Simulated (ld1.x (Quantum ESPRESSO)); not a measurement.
**titanium: TM pseudisation with Wu–Cohen, scalar-relativistic reference atom.**

titanium, norm-conserving Troullier–Martins (Kleinman–Bylander form), made with ld1.x (Quantum ESPRESSO) 7.5 (Wu–Cohen, scalar-relativistic). Core [Ne], reference 3s2 3p6 3d2 4s2 4p0. Waves: 3s (bound): rc 0.90 bohr; 3p (bound): rc 0.90 bohr; 3d (bound): rc 1.30 bohr. Local part: all-electron potential smoothed inside 1.15 bohr (lloc = -1). Core correction: none.

Occupied shells without a wave of their own: 4s. They enter only through the test configuration that unscreens the potential.

Results:

| Property | Result |
| --- | --- |
| Cutoffs needed | 140 Ry and 230 Ry (the cutoffs (Ry, on a coarse ladder) from which the occupation-weighted sum of valence levels, in a spherical-Bessel basis at the reference potential, stays within 10 and 1 mRy of its value at 400 Ry) |
| Ghost test | no extra level below or beside the all-electron valence levels (s, p, d, f tested) (spherical-Bessel basis up to 400 Ry, 20 bohr box) |
| Largest excitation error | -265 meV (all-electron minus pseudo) for 3s2 3p6 3d1 4s0 4p0, out of 7 test configurations |

Generation and tests took about 3 s on one core of a shared server CPU.
